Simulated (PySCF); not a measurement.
Harmonic spectrum computed at PBE in the def2-TZVP basis family (core potentials from Rb on, PySCF, no spin–orbit coupling):

```json
{"symmetry": "a1", "ω (cm⁻¹)": "316", "IR (km/mol)": "0.0"}
{"symmetry": "b2", "ω (cm⁻¹)": "935", "IR (km/mol)": "205"}
{"symmetry": "a1", "ω (cm⁻¹)": "983", "IR (km/mol)": "66.8"}
```

Problem. Which molecule gave it? In each, all ligands are bound to the one heavy central atom.
A. MoO₂ (triplet)
B. ZrO₂ (singlet)
C. TiO₂ (singlet)
D. NbO₂ (doublet)
E. NO₂ (doublet)

Solution. A. It has C2v symmetry with Mo–O 1.703 Å (×2).
